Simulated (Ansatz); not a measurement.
Species: CH$_{4}$GeN, charge 0, doublet. CH4GeN (SMILES [N]=[CH][GeH3], doublet).
B3LYP-D3(BJ)/def2-TZVP minimum from Ansatz (a first-principles code):
```
Ge
H 1 1.5299
H 1 1.5373 2 111.52
H 1 1.5373 2 111.52 3 -123.12
C 1 2.0075 2 108.31 3 118.44
N 5 1.2287 1 120.62 2 0.00
H 5 1.1028 6 122.20 1 180.00
```
Charge 0, spin multiplicity 2.

Total energies in hartree (Ansatz). Open shells are spin-unrestricted; no spin-orbit coupling. Cores are frozen in correlated methods (noble-gas shells, and filled d and f shells in the p block). No relativity. For partners of very few electrons the exact lower level stands in for a higher one. The UHF reference of CH4GeN ([N]=[CH][GeH3], doublet) is spin-contaminated (<S^2> up to 0.17 over the pure value in the sets run).

```csv
species,HF/cc-pVTZ,CCSD(T)/cc-pVTZ,HF/cc-pVQZ,CCSD(T)/cc-pVQZ,CCSD(T)/cc-pVDZ,CCSDT(Q)/cc-pVDZ
"1: CH4GeN (SMILES [N]=[CH][GeH3], doublet)",-2170.03204,-2170.53113,-2170.04238,-2170.56858,-2170.34530,-2170.34797
2: N (quartet),-54.40069,-54.51471,-54.40372,-54.52482,-54.47850,-54.47866
3: C (triplet),-37.69157,-37.78076,-37.69331,-37.78654,-37.76038,-37.76071
4: Ge (triplet),-2075.36107,-2075.42794,-2075.36359,-2075.43284,-2075.34866,-2075.34895
5: H (doublet),-0.49981,-0.49981,-0.49995,-0.49995,-0.49928,-0.49928
```

Task: Work out the atomisation energy (electronic, to ground-state atoms) in kJ/mol: take Hartree-Fock from cc-pVQZ, extrapolate the CCSD(T) correlation energy as X^-3 (X = 3, 4), and add CCSDT(Q) - CCSD(T) in cc-pVDZ. 1 hartree = 2625.5 kJ/mol.

Result: 
Species 1: correlation (64·(-0.52620) - 27·(-0.49909))/37 = -0.54598; step -0.00267; E1 = -2170.04238 + (-0.54598) + (-0.00267) = -2170.59103
Species 2: correlation (64·(-0.12110) - 27·(-0.11402))/37 = -0.12627; step -0.00016; E2 = -54.40372 + (-0.12627) + (-0.00016) = -54.53015
Species 3: correlation (64·(-0.09323) - 27·(-0.08919))/37 = -0.09618; step -0.00033; E3 = -37.69331 + (-0.09618) + (-0.00033) = -37.78982
Species 4: correlation (64·(-0.06925) - 27·(-0.06687))/37 = -0.07099; step -0.00029; E4 = -2075.36359 + (-0.07099) + (-0.00029) = -2075.43487
Species 5: correlation (64·(0.00000) - 27·(0.00000))/37 = 0.00000; step +0.00000; E5 = -0.49995 + (0.00000) + (+0.00000) = -0.49995
-1·E1 +1·E2 +1·E3 +1·E4 +4·E5 = 0.83639 hartree = 2195.9 kJ/mol.
